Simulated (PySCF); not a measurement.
B3LYP has the VWN-RPA correlation part, as in Gaussian. Delta-SCF ions had no search for a lower state. Excitations are Tamm–Dancoff values on a coarser integration grid. The basis has no diffuse functions, so Rydberg states are missing or too high.

Cartesian coordinates (Å):
```xyz
14

B      2.1450     0.8107    -0.6205
C      1.0165    -0.0637    -0.0633
N      1.3242    -1.2715     0.5319
C     -0.2634     0.3855    -0.2305
C     -1.4638    -0.2820     0.1892
C     -2.6926     0.2240     0.0352
H      3.2918     0.4768    -0.5051
H      1.8754     1.8372    -1.1675
H      2.2797    -1.3861     0.8206
H      0.6588    -1.6848     1.1630
H     -0.3804     1.3376    -0.7350
H     -1.3715    -1.2652     0.6456
H     -2.8452     1.1965    -0.4216
H     -3.5746    -0.3150     0.3581
```
Charge 0, multiplicity 1.

**Question.** Give the dipole moment, T1 excitation (TDA), S1–T1 gap (TDA), brightest of the four lowest singlets (TDA), HOMO, LUMO, vertical ionisation energy (Delta-SCF) and S1 excitation (TDA) at the level B3LYP-D3(BJ)/def2-TZVP // PBE0-D4/def2-TZVP in PySCF.

**Answer.** 
The dipole moment is 1.87 D, the T1 excitation (TDA) is 1.81 eV and the S1–T1 gap (TDA) is 1.88 eV. The brightest of the four lowest singlets (TDA) is 3.69 eV and the HOMO is -5.74 eV. The LUMO is -2.28 eV, the vertical ionisation energy (Delta-SCF) is 7.77 eV and the S1 excitation (TDA) is 3.69 eV.
